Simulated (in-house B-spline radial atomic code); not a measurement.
# RPA and G0W0 on PBE: Cu¹⁷⁺

Configuration [Ne] 3s2, mean-field start PBE. Computed with an all-electron radial atomic-structure program (B-spline basis): all electrons, non-relativistic, point nucleus, each spin shell either full or empty, empty states to l = 9 with an (l + 1/2)⁻⁴ tail; G0W0 by contour deformation at full frequency.

Command:
```bash
python run_gw.py task.json out
```
Settings (radii: box in bohr, nucleus in fm):
```
Z                        29
electrons                12
configuration            [Ne] 3s2
hamiltonian              nr
method                   pbe,pbe
lmax                     9
spin_polarised           False
box_radius               4.58
intervals                46
ion_configuration        [Ne] 3s1
```

Time taken, with all properties: 2.4 s on 1 thread of Arm Neoverse N1, on a shared host.

Energies (hartree):

```
                                     term        value
                         mean-field total  -1490.81059
Hartree-Fock functional on these orbitals  -1490.59749
                      direct second order      -0.9883
                    second-order exchange      0.37478
                         SOSEX correction      0.33074
```

Problem. What is the RPA correlation energy, and what remains with SOSEX?

Solution. RPA gives -0.87784 hartree (-1.99 eV per electron); RPA + SOSEX gives -0.5471, and the second-order doubles -0.61352 hartree (no singles). RPA lacks exchange-type terms and so overcorrelates at short range.

Quasi-particle levels (eV):

```
level  occupied  mean field  Σx - vxc     Σc  QP weight      G0W0
   3s       yes     -609.20    -13.62      ?          ?         ?
   2p       yes    -1532.07    -56.04   4.22      0.984  -1583.89
   2s       yes    -1654.66    -72.03   4.34      0.969  -1722.35
   1s       yes    -9389.32   -201.95  29.80      0.951  -9561.47
   3p        no     -569.87     19.85  -3.03      0.963   -553.05
```

G0W0 = mean field + (Σx - vxc) + Σc, with Σc (partial-wave tail included) taken at the quasi-particle energy.

Problem. Where does G0W0 put 3s?

Solution. At -627.16 eV, with Σc = -4.34 eV and a quasi-particle weight of 0.970. The tabulated removal energy is 632.5 ± 0.6 eV (NIST, semi-empirical); the calculation leaves out relativity, Breit and QED terms, and what these don't explain is the method's own error.

Problem. What does it cost to remove one electron (to [Ne] 3s1) by differences of total energies, each species on its own start (correlation terms add to the Hartree-Fock functional)?

Solution. PBE 625.99 eV, Hartree-Fock functional 622.59 eV, + RPA 626.97 eV, + RPA + SOSEX 625.76 eV, + second order 626.94 eV. Tabulated: 632.5 ± 0.6 eV (NIST, semi-empirical); the calculation leaves out relativity, Breit and QED terms, and what these don't explain is the method's own error.
